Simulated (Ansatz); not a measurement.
Reactions of BFH$_{6}$O$_{2}$Si$_{2}$, SMILES `FB(O[SiH3])O[SiH3]`.

Calculated with Ansatz (gas phase, PBE0-D4/def2-TZVP geometries, no zero-point term in ΔE). CCSD(T)/CBS is the MP2 limit (def2-TZVPP, def2-QZVPP) plus CCSD(T) − MP2 in def2-TZVPP, frozen cores. This one scheme is used for every species, atoms too. For atomizations the MP2-based limit and the directly extrapolated one differ by several kJ/mol either way, and by 10 to 25 for some Ge, Se and Sn compounds, so smaller differences from it don't rank the levels. No spin–orbit coupling; open shells (•) take unrestricted orbitals. Spin–orbit coupling would lower the free atoms: a little for B, F, O, Si. One conformer a species, not always the lowest.

**Question.** Order these by ΔE at CCSD(T)/CBS, lowest first. (Best estimate.)
A. `FB(O[SiH3])O[SiH3]` + NH₃ → `NB(O[SiH3])O[SiH3]` + H–F
B. `FB(O[SiH3])O[SiH3]` + H₂O → `OB(F)O[SiH3]` + `O[SiH3]`
C. `FB(O[SiH3])O[SiH3]` + H₂S → `[SiH3]OB(S)O[SiH3]` + H–F
D. `FB(O[SiH3])O[SiH3]` → B• + F• + 6 H• + 2 O• + 2 Si•
E. `FB(O[SiH3])O[SiH3]` + H₂ → `[SiH3]OBO[SiH3]` + H–F
F. `FB(O[SiH3])O[SiH3]` + HCl → `[SiH3]OB(Cl)O[SiH3]` + H–F
G. `FB(O[SiH3])O[SiH3]` + HCl → `[SiH3]Cl` + `OB(F)O[SiH3]`

**Answer.** G (-7.8 kJ/mol), B (+2.9 kJ/mol), A (+37.9 kJ/mol), F (+48.3 kJ/mol), C (+81.9 kJ/mol), E (+114.1 kJ/mol), D (+4642.5 kJ/mol).

Largest T1 diagnostic: 0.014, for B•.
